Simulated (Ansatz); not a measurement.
Consider the redistribution: `O[SiH2]CCl` + `[OH][In]([SH])[SH]` → `S[SiH2]CCl` + `[OH][In]([OH])[SH]`.

Program: Ansatz. Geometries: PBE0-D4/def2-TZVP. ΔE: electronic, gas phase. CCSD(T)/CBS adds triple-zeta CCSD(T) − MP2 to the extrapolated MP2 energy (def2 sets, frozen cores). DFT in def2-TZVPP. B3LYP here is the variant with VWN-RPA as its local correlation; programs differ in this. def2 core potentials past Kr. For In outer-core shells are correlated without core-valence functions, which leaves a few kJ/mol of doubt a bond. One conformer a species, not always the lowest.

`O[SiH2]CCl`:

Cartesian coordinates in Å:
```
O -1.594 -0.687 0.643
Si -0.271 0.278 0.768
C 0.954 -0.112 -0.605
Cl 0.094 0.074 -2.168
H -2.038 -0.687 -0.208
H 0.339 -0.018 2.087
H -0.613 1.721 0.662
H 1.322 -1.137 -0.560
H 1.807 0.568 -0.618
```

`[OH][In]([SH])[SH]`:

Cartesian coordinates in Å:
```
O 0.440 -1.288 -1.439
In 0.061 -0.021 0.031
S -1.950 1.202 -0.205
S 1.580 0.175 1.845
H 1.260 -1.773 -1.324
H -2.230 0.595 -1.372
H 0.837 1.110 2.463
```

`S[SiH2]CCl`:

Cartesian coordinates in Å:
```
S 2.287 0.091 0.420
Si 0.398 -0.629 -0.280
C -1.017 0.408 0.394
Cl -2.547 -0.277 -0.224
H 2.272 1.195 -0.346
H 0.288 -2.010 0.243
H 0.336 -0.611 -1.761
H -0.963 1.447 0.070
H -1.054 0.386 1.484
```

`[OH][In]([OH])[SH]`:

Cartesian coordinates in Å:
```
O 0.318 0.359 -1.988
In 0.027 -0.030 -0.071
O -0.743 1.476 0.945
S 0.517 -2.070 1.013
H 0.691 -0.377 -2.479
H -0.893 2.243 0.385
H 0.083 -1.601 2.196
```

```tsv
level	ΔE (kJ/mol)	difference from CCSD(T)/CBS
PBE-D4	88.7	-8.5
BLYP-D4	92.8	-4.4
PBE0-D4	97.7	0.5
r2SCAN0-D4	105.0	7.8
BHLYP-D4	110.4	13.2
ωB97M-V	101.2	4.0
revPBE	85.8	-11.4
B3LYP	100.7	3.5
RPA@PBE/def2-TZVPP	96.6	-0.6
HF/def2-TZVPP	117.3	20.1
CCSD(T)/CBS	97.2	0
```

Largest T1 diagnostic among the species: 0.016.

In def2-TZVPP, CCSD(T) changes the Hartree–Fock value by −17.4 kJ/mol (the triples alone add −3.0 kJ/mol) and MP2 by −17.0 kJ/mol. From BLYP to BHLYP (50 % exact exchange), in def2-TZVPP and without D4, ΔE moves by +16.9 kJ/mol. Leaving LDA and LC-ωPBE aside and taking each functional with its dispersion term where it has one, the values, not all of them listed here, spread over 24.7 kJ/mol, from revPBE-D4 to BHLYP-D4. LDA lies +9.0 kJ/mol from PBE without D4.
